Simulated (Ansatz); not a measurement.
System: CdCl2, net charge 0, triplet state. The spin state was set by rule; other spins were not relaxed. 
Geometry from a B3LYP-D3(BJ)/def2-TZVP (Ansatz, a program for electronic structure) optimisation:
```
Cd
Cl 1 2.6037
Cl 1 2.6037 2 63.28
```
Charge 0, spin multiplicity 3.

Basis-set convergence of Hartree-Fock and MP2 correlation energies (hartree) with Ansatz. Valence correlation only, unless marked. Open shells are spin-unrestricted. Spin-orbit coupling is left out. The frozen core is the preceding noble-gas configuration, with the filled d and f shells of earlier blocks. Past Kr the def2 sets carry scalar-relativistic core potentials. The program attaches cautions to a run behind MP2/def2-SVP: other roots. The program attaches cautions to a run behind MP2/def2-TZVPP: other roots.

```
basis       functions        E(HF)  E(corr, MP2)
----------  ---------  -----------  ------------
def2-SVP           67  -1085.54159      -0.52057
def2-TZVPP        140   (withheld)    (withheld)
```

Some entries are withheld; supply them.


- def2-TZVPP, E(HF): -1085.89146
- def2-TZVPP, E(corr, MP2): -0.79494
